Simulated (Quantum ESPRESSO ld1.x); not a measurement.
Task: The mean radii <r> (bohr) of the occupied orbitals of an atom or ion are listed with their occupations. All-electron calculation, scalar-relativistic Kohn-Sham, LDA (Slater exchange, VWN5 correlation), spin-polarised, spherical densities, point nucleus. Program: ld1.x of Quantum ESPRESSO 7.5.

| orbital | occ. | <r> |
|---|---|---|
| 1s up | 1 | 0.03347 |
| 1s down | 1 | 0.03347 |
| 2s up | 1 | 0.1458 |
| 2s down | 1 | 0.1458 |
| 2p up | 3 | 0.1270 |
| 2p down | 3 | 0.1270 |
| 3s up | 1 | 0.4035 |
| 3s down | 1 | 0.4034 |
| 3p up | 3 | 0.4036 |
| 3p down | 3 | 0.4035 |
| 3d up | 5 | 0.3845 |
| 3d down | 5 | 0.3843 |
| 4s up | 1 | 1.016 |
| 4s down | 1 | 1.013 |
| 4p up | 3 | 1.121 |
| 4p down | 3 | 1.119 |
| 4d up | 5 | 1.517 |
| 4d down | 1 | 1.545 |

Name the element and its charge. Open shells, if any, are filled with parallel spins first.

Result: Z = 44, ruthenium, charge +2: Ru2+ in [Kr] 4d6. The 1s radius gives Z: for a bare nucleus <r> = (2 gamma + 1)/(2Z) with gamma = sqrt(1 - (Z/c)^2), 0.03289 bohr for Z = 44, and screening makes it slightly larger (0.03347 here). The occupations add up to 42, and the charge is Z minus that.
